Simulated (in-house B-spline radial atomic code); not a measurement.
# Ionising O⁴⁺ with different functionals

Computed with an all-electron radial atomic-structure program (B-spline basis): non-relativistic Hamiltonian, point nucleus, spin-polarised at highest spin, spherical fractional occupations for the functionals, and exact exchange of hybrids averaged over the configuration. The ionisation energy is the difference of two self-consistent energies, [He] 2s2 → [He] 2s1, without Breit or QED terms; ε is the level of the shell that loses the electron (its least bound occupied spin orbital).

| method | rung | ΔSCF (eV) | -ε(2s) (eV) |
| --- | --- | --- | --- |
| PBE0 | global hybrid | 112.50 | 105.08 |
| B3LYP | global hybrid | 112.67 | 104.70 |
| TPSSh | global hybrid | 112.58 | 104.01 |
| M06-2X | global hybrid | 112.94 | 107.61 |
| BHandHLYP | global hybrid | 112.41 | 107.45 |
| r2SCAN0 | global hybrid | 111.94 | 105.37 |
| B97-1 | global hybrid | 112.74 | 104.72 |
| HSE06 | range-separated hybrid | 112.49 | 104.65 |
| wB97X | range-separated hybrid | 111.50 | 107.69 |
| CAM-B3LYP | range-separated hybrid | 112.59 | 106.64 |
| LC-wPBE | range-separated hybrid | 112.72 | 108.18 |

(1) Among the functionals, which spreads more, the ΔSCF values or the orbital energies?

(2) How do they compare with the NIST value?

## Answers

(1) The orbital energies: ΔSCF values span about 1.44 eV and the orbital energies 4.17 eV.

(2) NIST lists 113.899 eV (measured, ground level to ground level). Errors run from -2.40 to -0.95 eV; M06-2X is closest (-0.95 eV), but part of that can be cancellation, since the calculations leave out relativity, Breit-QED terms, the near-degeneracy of s² and p².
